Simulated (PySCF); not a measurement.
Job for PySCF: D3(BJ) and D4 dispersion corrections on C3H2O (a complex), monomers drawn apart or pushed together.

```python
from pyscf import gto
from pyscf.dispersion import dftd3, dftd4

mol = gto.M(
    atom='''
    C    -0.14136296    0.60135673   -0.49772889
    C     0.33868034   -0.29403580    0.13533121
    H    -0.56670585    1.39547260   -1.06143003
    H     0.76126688   -1.08504836    0.70559523
    C    -0.09981950   -0.97086015    6.30297125
    O    -0.65440754   -0.24002146    6.95316339
    ''',
    basis='def2-svp',
    charge=0, spin=0, verbose=0, max_memory=1800)
d3, d4 = {}, {}
for xc in ['hf', 'pbe', 'blyp', 'revpbe', 'tpss', 'r2scan', 'b3lyp', 'pbe0', 'bhlyp', 'camb3lyp', 'b2plyp']:
    d3[xc] = float(dftd3.DFTD3Dispersion(mol, xc=xc, version='d3bj', atm=False).get_dispersion()['energy'])
    print(f'D3(BJ) {xc:10s} {d3[xc]:14.8f} Eh')
for xc in ['hf', 'pbe', 'blyp', 'revpbe', 'tpss', 'r2scan', 'b3lyp', 'pbe0', 'bhlyp', 'camb3lyp', 'b2plyp']:
    d4[xc] = float(dftd4.DFTD4Dispersion(mol, xc={'camb3lyp': 'cam-b3lyp'}.get(xc, xc), atm=True).get_dispersion()['energy'])
    print(f'D4     {xc:10s} {d4[xc]:14.8f} Eh')
```

It printed:

```
D3(BJ) hf            -0.01951804 Eh
D3(BJ) pbe           -0.00176633 Eh
D3(BJ) blyp          -0.00375709 Eh
D3(BJ) revpbe        -0.00478482 Eh
D3(BJ) tpss          -0.00216460 Eh
D3(BJ) r2scan        -0.00046070 Eh
D3(BJ) b3lyp         -0.00304647 Eh
D3(BJ) pbe0          -0.00146071 Eh
D3(BJ) bhlyp         -0.00234125 Eh
D3(BJ) camb3lyp      -0.00124882 Eh
D3(BJ) b2plyp        -0.00135521 Eh
D4     hf            -0.00642030 Eh
D4     pbe           -0.00147712 Eh
D4     blyp          -0.00343890 Eh
D4     revpbe        -0.00567461 Eh
D4     tpss          -0.00200245 Eh
D4     r2scan        -0.00035806 Eh
D4     b3lyp         -0.00237963 Eh
D4     pbe0          -0.00120902 Eh
D4     bhlyp         -0.00161600 Eh
D4     camb3lyp      -0.00119249 Eh
D4     b2plyp        -0.00101265 Eh
```

The run finished.

Cost: around 0.020 core-seconds (rough).
